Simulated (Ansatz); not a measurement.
Species: BBr2F, SMILES `FB(Br)Br` (charge 0, multiplicity 1).

Q: Give a relaxed geometry from Ansatz (a first-principles code) with PBE0-D4/def2-TZVP.

A: the end point of this relaxation (outside a Z-matrix the atoms follow the SMILES, hydrogens last).
Z-matrix (Å, degrees):
```
B
F 1 1.3074
Br 1 1.9008 2 119.15
Br 1 1.9008 2 119.15 3 -180.00
```
